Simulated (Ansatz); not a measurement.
Reaction (ligand exchange at the Si–S bond): `NC[SiH2]S` + `[SiH3]S` → `NC[SiH2]S[SiH3]` + H₂S

Isolated molecules relaxed with PBE0-D4/def2-TZVP in Ansatz; ΔE leaves out vibrations. CCSD(T)/CBS is the MP2 limit (def2-TZVPP, def2-QZVPP) plus CCSD(T) − MP2 in def2-TZVPP, frozen cores. This one scheme is used for every species. One conformer a species, not always the lowest.

```tsv
species	CCSD(T)/def2-TZVPP energy (Eh)
`NC[SiH2]S`	-783.72151
`[SiH3]S`	-689.20524
`NC[SiH2]S[SiH3]`	-1073.99873
H₂S	-398.93111
```

Task: Work out ΔE.

Result: ΔE = (-1073.99873) + (-398.93111) − (-783.72151) − (-689.20524) = -0.00309 Eh = -8.1 kJ/mol. CCSD(T)/CBS gives -8.8 kJ/mol.

Largest T1 diagnostic among the species: 0.011.

In def2-TZVPP, CCSD(T) changes the Hartree–Fock value by −12.7 kJ/mol (the triples alone add −2.6 kJ/mol) and MP2 by −14.6 kJ/mol. The D4 term adds −10.1 kJ/mol with B3LYP and −5.9 kJ/mol with PBE0; it sums over pairs of atoms, weighted by their polarisabilities, and B3LYP, whose exchange is more repulsive, gets the larger term.

B3LYP here is the variant with VWN-RPA as its local correlation; programs differ in this.
